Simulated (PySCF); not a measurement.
Compound: NbCl4 (doublet state).
Cartesian coordinates in Å at the PBE0-D3(BJ)/def2-SVP level; atoms count from 1:
```xyz
5
NbCl4 angstrom
Nb    -0.0011   -0.0010    0.0057
Cl     0.1808   -0.0656    2.2743
Cl     2.1422    0.0226   -0.7538
Cl    -0.9718    1.7972   -0.9909
Cl    -1.3501   -1.7532   -0.5353
```

Method: PBE0-D3(BJ)/def2-SVP geometry optimisation, gas phase, def2 core potentials past Kr (PySCF 2.14.0).

Task: Which atoms are bound to Nb1, and at what distances?

Result: 4 atoms: Cl4 2.274 Å, Cl3 2.274 Å, Cl5 2.276 Å, Cl2 2.277 Å.

Task: List the angles at Nb1.

Result: 
| angle | degrees | distance of the outer atoms (Å) |
| --- | --- | --- |
| Cl2–Nb1–Cl4 | 119.6 | 3.93 |
| Cl3–Nb1–Cl5 | 119.2 | 3.92 |
| Cl2–Nb1–Cl5 | 105.2 | 3.62 |
| Cl2–Nb1–Cl3 | 104.9 | 3.61 |
| Cl4–Nb1–Cl5 | 104.6 | 3.60 |
| Cl3–Nb1–Cl4 | 104.3 | 3.59 |

Task: What is the shape at Nb1?

Result: Distorted tetrahedral: angles from 104.3° to 119.6°; τ4 = (360° − α − β)/141° = 0.86 with α and β the two widest (0 for a square, 1 for a tetrahedron). Differences among atoms that D2d makes equivalent are scatter left by the optimiser.

Task: What are the rotational constants (commonest isotopes, rigid rotor)?

Result: A = 1114, B = 1111, C = 936.7 MHz: an oblate symmetric top.

Point group: D2d (every atom within 0.08 Å of its image). Charge 0, doublet. ⟨S²⟩ = 0.754 (exact for a doublet: 0.75). PBE0-D3(BJ)/def2-SVP frequencies: not computed here.

Time: 73 s wall. Hardware: x86-64 server, one thread, no GPU, on a shared host. This is the geometry optimisation.

For an open-shell metal species like this, the optimisation's SCF solution wasn't tested for stability and no frequencies at its level were run, so a lower state or another shape may exist.
